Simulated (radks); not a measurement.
Ti IV, 19 electrons, occupied as [Ne] 3s2 3p5.75 3d1.25 (fractional occupations, a model configuration). Calculated with a radial shooting solver on a logarithmic mesh with Libxc functionals: Dirac Kohn-Sham, SOGGA, spin-unpolarised, spherical densities, point nucleus; open shells are shared between the two j in proportion to 2j + 1.

Spin-orbit splittings of the eigenvalues, e(l+1/2) - e(l-1/2), with zeta = 2 splitting/(2l+1) and mean radii in bohr:

| shell | occ. | splitting (eV) | zeta (eV) | <r> j=l-1/2 | <r> j=l+1/2 |
|---|---|---|---|---|---|
| 2p | 6 | ? | ? | 0.2882 | 0.2909 |
| 3p | 5.75 | 0.6936 | 0.4624 | 1.051 | 1.058 |
| 3d | 1.25 | 0.06390 | 0.02556 | 1.255 | 1.257 |
| 4p | 0 | 0.1029 | 0.06857 | 2.955 | 2.969 |

Estimate the 2p splitting.

Answer. 5.764 eV (zeta = 3.843 eV).
